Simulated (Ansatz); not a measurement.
Relaxation of GeH6O (8 atoms, charge 0, multiplicity 1), to a largest force component of 0.03 eV/Å in at most 50 steps.

These are results of Ansatz, RKS B3LYP-D4/def2-mTZVP, not measurements.

```xyz
8
Properties=species:S:1:pos:R:3:forces:R:3
Ge 0.381 -0.238 -0.504 0.12 -0.02 -0.16
O -0.532 -0.262 2.329 0.58 -0.40 0.14
H -0.972 -0.610 3.117 0.02 -0.02 -0.02
H 1.260 -0.216 -1.772 -0.01 0.00 0.00
H -0.033 1.193 -0.151 0.01 0.00 0.00
H -0.841 -1.129 -0.761 -0.01 0.00 0.01
H 1.237 -0.849 0.632 0.06 0.02 -0.23
H 0.306 -0.773 2.249 -0.78 0.42 0.25
```

Task: Where does it end, and by what steps?

Result: It converged. The force dipped under the threshold on the way, but the program's further checks kept it going. After 16 steps the energy has fallen by 0.105 eV; H8 moved furthest, 0.87 Å.

```json
{"step": "0", "energy less start (eV)": "0.0000", "largest force component (eV/Å)": "0.776", "accepted": "yes"}
{"step": "1", "energy less start (eV)": "-0.0745", "largest force component (eV/Å)": "0.210", "accepted": "yes"}
{"step": "2", "energy less start (eV)": "-0.0574", "largest force component (eV/Å)": "0.753", "accepted": "no"}
{"step": "3", "energy less start (eV)": "-0.0807", "largest force component (eV/Å)": "0.076", "accepted": "yes"}
{"step": "4", "energy less start (eV)": "-0.0871", "largest force component (eV/Å)": "0.090", "accepted": "yes"}
{"step": "5", "energy less start (eV)": "-0.0888", "largest force component (eV/Å)": "0.470", "accepted": "yes"}
{"step": "6", "energy less start (eV)": "-0.0981", "largest force component (eV/Å)": "0.058", "accepted": "yes"}
{"step": "7", "energy less start (eV)": "-0.1019", "largest force component (eV/Å)": "0.022", "accepted": "yes"}
{"step": "8", "energy less start (eV)": "-0.0509", "largest force component (eV/Å)": "1.263", "accepted": "no"}
{"step": "9", "energy less start (eV)": "-0.1025", "largest force component (eV/Å)": "0.048", "accepted": "yes"}
{"step": "10", "energy less start (eV)": "-0.1031", "largest force component (eV/Å)": "0.103", "accepted": "yes"}
{"step": "11", "energy less start (eV)": "-0.1042", "largest force component (eV/Å)": "0.005", "accepted": "yes"}
{"step": "12", "energy less start (eV)": "-0.1042", "largest force component (eV/Å)": "0.201", "accepted": "yes"}
{"step": "13", "energy less start (eV)": "-0.1049", "largest force component (eV/Å)": "0.031", "accepted": "yes"}
{"step": "14", "energy less start (eV)": "-0.1051", "largest force component (eV/Å)": "0.004", "accepted": "yes"}
{"step": "15", "energy less start (eV)": "-0.1051", "largest force component (eV/Å)": "0.074", "accepted": "yes"}
{"step": "16", "energy less start (eV)": "-0.1052", "largest force component (eV/Å)": "0.029", "accepted": "yes"}
```

```xyz
8
Properties=species:S:1:pos:R:3
Ge 0.475 -0.229 -0.629
O -0.459 -0.288 2.522
H -1.305 -0.714 2.718
H 0.930 -0.208 -2.103
H 0.165 1.206 -0.184
H -0.781 -1.107 -0.520
H 1.608 -0.822 0.223
H 0.172 -0.725 3.111
```

Whether the end is a true minimum wasn't checked by a vibrational analysis.

The run took 45 s on 1 thread of Arm Neoverse V1 (shared host), peak memory 0.14 GiB.
